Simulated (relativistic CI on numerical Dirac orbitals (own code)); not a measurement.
**W⁵⁺: O2,3 absorption edge**

Computed with this model: Dirac-Coulomb-Breit CI, orbitals from a KLI potential per configuration, model QED (radiative potential, 1s self-energy scaled to tabulated hydrogen-like ionisation energies), valence Slater integrals scaled by 0.7, multiplet model of core-to-valence dipole absorption; configurations [Xe] 4f14 5d → [Kr] 4d10 4f14 5s2 5p5 5d2; 10 K; Lorentzian 0.6 eV and Gaussian 0.3 eV FWHM. Energies are those of the free ion, without screening or charge transfer. The branching ratio is the share of the lower-energy edge in the whole absorption, uncertain by about 0.02 where the edges overlap. S is read from ⟨S²⟩ = S(S + 1).

Field parameters in Wybourne normalisation: Td as Oh with Dq negative (B⁴₀ = 21Dq, B⁴₄ = √(5/14) B⁴₀). The field is a parameter set, without covalency.

Computed curve for Td, 10Dq = -4450 cm⁻¹, scaled to 100 at the maximum (points under 2 are left out and the grid is thinned):

```
Energy (eV)  Intensity
       40.4        2.2
       40.9        2.5
       41.4        2.5
       41.9        3.8
       42.3        5.5
       42.8        5.1
       43.3        7.4
       43.8       19.1
       44.3       50.7
       44.8       66.7
       45.2       35.0
       45.7       17.7
       46.2       35.7
       46.7       40.8
       47.2       18.4
       47.7        6.8
       48.2        4.2
       48.6        3.7
       49.1        3.9
       49.6        5.5
       50.1       12.2
       50.6       30.2
       51.1       50.9
       51.5       42.7
       52.0       16.0
       52.5        7.9
       53.0        7.4
       53.5        9.6
       54.0       23.1
       54.5       25.6
       54.9       24.5
       55.4       48.1
       55.9       62.9
       56.4      100.0
       56.9       55.4
       57.4       15.8
       57.8        8.1
       58.3        4.5
       58.8        3.0
       59.3        2.1
```

The ground state has S = 0.50, and the centroid lies at 51.12 eV.
